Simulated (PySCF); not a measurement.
# Antimony: a sound run and one with changed settings

Sound run: Sb(2+) [Kr] 4d10 5s2 5p1, Sb(3+) [Kr] 4d10 5s2. Computed with PySCF 2.14 in aug-cc-pVDZ-PP with ECP28MDF (5s4p3d, 32 functions), with a scalar-relativistic core potential. In the sound run the correlated levels freeze 4s2 4p6 4d10 outside the core potential. The sound run starts from symmetry-adapted Hartree-Fock orbitals and uses a fine grid where one is needed.

Changed run: a valence shell is frozen. This setting is unsound on purpose.

Ionisation energy of Sb(2+):

```csv
method,sound run (eV),changed run (eV)
UHF,24.106,24.106
MP2,24.241,24.106
SCS-MP2,24.224,24.106
CCSD,24.313,24.106
CCSD(T),24.323,24.106
CCSDT,n/a,24.106
FCI,n/a,24.106
```

Freezing a valence shell removes pair correlation that changes on ionisation.

For comparison, NIST gives 25.323 eV between the lowest levels.
